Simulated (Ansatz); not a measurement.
`F[SiH]([SiH3])I` + HCl → `F[SiH]([SiH3])Cl` + HI  (ligand exchange at the Si–I bond)

Gas-phase electronic energies from Ansatz, PBE0-D4/def2-TZVP geometries. CCSD(T)/CBS is the MP2 limit (def2-TZVPP, def2-QZVPP) plus CCSD(T) − MP2 in def2-TZVPP, frozen cores. This one scheme is used for every species. Functionals use def2-TZVPP. HSE06 is defined as in plane-wave codes. def2 core potentials past Kr. For I outer-core shells are correlated without core-valence functions, which leaves a few kJ/mol of doubt a bond.

```
             level  ΔE (kcal/mol)
          HSE06-D4           -2.3
           ωB97X-V           -3.9
            B2PLYP           -3.9
            revPBE           -2.9
              BLYP           -4.5
           LC-ωPBE           -3.8
RPA@PBE/def2-TZVPP           -4.0
    CCSD/CBS(def2)           -2.7
```

**Question.** What does CCSD(T)/CBS give? (Estimate.)

**Answer.** Computed: -2.3 kcal/mol. The listed levels differ from it by 0.0, -1.6, -1.6, -0.6, -2.2, -1.5, -1.7, -0.4 kcal/mol.

**Question.** What do rigid-rotor, harmonic-oscillator terms from PBE0-D4/def2-TZVP frequencies (298.15 K, 1 bar) make of the CCSD(T)/CBS value? (Estimate.)

**Answer.** Ansatz gave: ΔZPE = -0.4 kcal/mol, ΔH = -2.9 kcal/mol, ΔS = 0 J/(mol·K), ΔG = -2.9 kcal/mol.

Largest T1 diagnostic among the species: 0.012.

In def2-TZVPP, CCSD(T) changes the Hartree–Fock value by +1.5 kcal/mol (the triples alone add +0.3 kcal/mol) and MP2 by +2.7 kcal/mol. At CCSD(T), def2-SVP lies −2.0 kcal/mol from the extrapolated value and def2-TZVPP −1.3 kcal/mol.

CCSD(T)/CBS has its own doubt, a few kJ/mol and more with outer-core shells, so smaller differences from it don't rank the levels.
